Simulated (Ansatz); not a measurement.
The Pb1–Cl3 bond of ClHPb (SMILES [Cl][PbH]) is stretched (multiplicity 1, the rest rigid).
Geometry at rest (charge 0, multiplicity 1):
```xyz
3

Pb    -0.21816    -0.21253     0.29360
H     -1.37766    -0.88692    -0.99886
Cl     1.13335     1.07734    -1.35741
```

Frozen-core correlation. Filled d and f shells under p-block atoms count as core.

Programs: Ansatz (an electronic-structure program) with Gaussian orbitals.  In def2 rows elements past Kr take small-core potentials, without spin–orbit coupling.

FIC-MRCISD+Q on CASSCF(6,4)/def2-SVP, total energies (hartree):

```csv
R (Å),CASSCF,MRCISD,weight c² of the reference
2.493,-651.807666,-652.001765,0.91426
4.363,-651.706495,-651.892003,0.91469
7.978,-651.697780,-651.881395,0.91501
```

Task: Add the Davidson correction (E_MRCISD − E_CASSCF)(1 − c²)/c² and give the energies above the first point at the three levels.

Result: 
Corrections (hartree): -0.018202, -0.017301, -0.017055. Above the first point (kcal/mol):
- R = 4.363 Å: CASSCF 63.5, MRCISD 68.9, with the correction 69.4
- R = 7.978 Å: CASSCF 69.0, MRCISD 75.5, with the correction 76.3

Doubts at one or more of the structures used: active orbitals that take no part (FIC-MRCISD+Q on CASSCF(6,4)/def2-SVP).
